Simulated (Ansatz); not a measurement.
Ansatz results at the PBE0-D4/def2-TZVP geometry: size of the dipole moment (B3LYP/def2-TZVPP) 1.29 D; LUMO energy (PBE0/def2-TZVPP) -1.59 eV; LUMO energy (ωB97M-V/def2-TZVPP) 0.04 eV.

(1) Which molecule gave them?
A. `[CH3][Sb]([NH2])[SiH3]`
B. `C[NH][GaH][CH2]F`
C. `NC(N)(F)F`
D. `C[SiH]1[O][Al]1[TeH]`

Answers

(1) D. The others give `NC(N)(F)F`: 1.39, 1.05, 2.40; `C[NH][GaH][CH2]F`: 1.09, -0.55, 1.11; `[CH3][Sb]([NH2])[SiH3]`: 0.25, -0.66, 0.99.

B3LYP here is the variant with VWN-RPA as its local correlation; programs differ in this.
